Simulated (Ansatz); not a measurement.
Start from `C=CC(=O)OC` and change one atom or group to get `C#COC(=O)OC`.

Ansatz, PBE0-D4/def2-TZVP geometries, multiplicity 1. Each molecule was computed in one conformer, which needn't be the lowest.

```csv
property,`C=CC(=O)OC`
HOMO–LUMO gap (PBE/def2-TZVPP) / eV,4.08
LUMO energy (PBE0/def2-TZVPP) / eV,-1.36
LUMO energy (ωB97M-V/def2-TZVPP) / eV,0.82
size of the dipole moment (PBE/def2-TZVPP) / D,1.57
HOMO energy (ωB97M-V/def2-TZVPP) / eV,-10.54
HOMO energy (B3LYP/def2-TZVPP) / eV,-7.82
```

(1) Give the same properties after the change, and the shifts. (An estimate is asked.)

## Answers

(1) Ansatz gave: 
| property | `C#COC(=O)OC` | shift |
| --- | --- | --- |
| HOMO–LUMO gap (PBE/def2-TZVPP) / eV | 5.51 | 1.43 |
| LUMO energy (PBE0/def2-TZVPP) / eV | 0.24 | 1.60 |
| LUMO energy (ωB97M-V/def2-TZVPP) / eV | 2.55 | 1.73 |
| size of the dipole moment (PBE/def2-TZVPP) / D | 2.16 | 0.59 |
| HOMO energy (ωB97M-V/def2-TZVPP) / eV | -9.96 | 0.58 |
| HOMO energy (B3LYP/def2-TZVPP) / eV | -7.46 | 0.36 |

With PBE0 the HOMO rises by 0.39 eV and the LUMO rises by 1.60 eV, so the gap widens by about 1.21 eV. PBE moves the HOMO by 0.00 eV and ωB97M-V by 0.58 eV. The zero-point energy changes by -51.0 kJ/mol with -3 modes. Dipoles are sizes alone; their direction can turn.

B3LYP here is the variant with VWN-RPA as its local correlation; programs differ in this.
